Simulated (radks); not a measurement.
Results of a calculation; reference values are marked as such.
Excited configurations of Sc II: one electron is placed in a higher orbital outside [Ar] 3d1. The ground configuration is [Ar] 3d1 4s1. Level of theory: Dirac Kohn-Sham, PBEsol, spin-unpolarised, spherical densities, finite nucleus; open shells are shared between the two j in proportion to 2j + 1; Fermi nuclear charge, rms radius 3.5459 fm (a radial shooting solver on a logarithmic mesh with Libxc functionals). Excitation = E - E(ground); binding = E(ion) - E, where the ion is the core of charge +2; n* = 2/sqrt(2 binding) in atomic units, and the quantum defect is n - n*. Eigenvalue and <r> are those of j = l + 1/2.

| outer orbital | excitation (eV) | binding (eV) | quantum defect | eigenvalue (eV) |
|---|---|---|---|---|
| 5d | 9.438 | 3.213 | 0.884 | -2.466 |
| 6p | 9.738 | 2.913 | 1.678 | -2.320 |
| 6d | 10.500 | 2.152 | 0.971 | -1.700 |
| 6f | 11.002 | 1.649 | 0.256 | -1.294 |
| 7d | 11.113 | 1.538 | 1.051 | -1.238 |
| 7f | 11.419 | 1.232 | 0.354 | -0.986 |

The Delta-SCF ionisation energy is 12.651 eV (NIST Atomic Spectra Database: 12.800 eV, measured). Self-interaction in the functional shifts the binding energies and quantum defects, so they are the method's values and not measured ones. Spin polarisation and multiplet splitting are left out, so open shells lie too high by an amount that depends on their filling.

Beside tabulated values, note that spin-unpolarised runs miss the spin-polarisation part of the exchange energy of open shells.
